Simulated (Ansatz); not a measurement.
Basis sets compared for SnH2Me(NHMe) (C2H9NSn). Charge 0, multiplicity 1. Geometry B3LYP-D4/def2-SVP. Ansatz on 2 threads of Arm Neoverse N1 on a shared host; times are rough, and most runs start from earlier orbitals.

```xyz
13

C     1.1182   -1.3985   -1.6849
C    -1.2726    0.8678    1.7418
N    -0.6422   -0.1294    0.8922
Sn    0.4803    0.4390   -0.7394
H    -0.5956    1.3565   -1.7233
H     1.8467    1.4225   -0.3126
H     1.6445   -1.1795   -2.6254
H     0.2379   -2.0215   -1.8991
H     1.7970   -1.9501   -1.0178
H    -0.1852   -0.8522    1.4465
H    -0.5819    1.4744    2.3679
H    -1.8501    1.5785    1.1250
H    -1.9970    0.3926    2.4289
```

In the def2 sets Sn takes a core potential; there is no spin–orbit coupling.

Binding counts from free atoms (C triplet, N quartet, Sn triplet, H doublet) in the same basis, without a counterpoise term.

| level | functions | energy (Eh) | HOMO (eV) | LUMO (eV) | binding per atom (eV) | wall time |
| --- | --- | --- | --- | --- | --- | --- |
| PBE-D4/def2-SVP | 113 | -350.3526 | -4.69 | -0.20 | 3.46 | 2.6 s |
| PBE0-D4/def2-SVP | 113 | -350.3881 | -6.10 | 0.64 | 3.41 | 3.5 s |

Task: Estimate the rows for PBE-D4/def2-TZVP (with forces), PBE0-D4/def2-TZVP.

Result: 
| level | functions | energy (Eh) | HOMO (eV) | LUMO (eV) | binding per atom (eV) | wall time |
| --- | --- | --- | --- | --- | --- | --- |
| PBE-D4/def2-TZVP (with forces) | 197 | -350.5215 | -4.94 | -0.59 | 3.46 | 6.5 s |
| PBE0-D4/def2-TZVP | 197 | -350.5517 | -6.29 | 0.20 | 3.41 | 7.5 s |
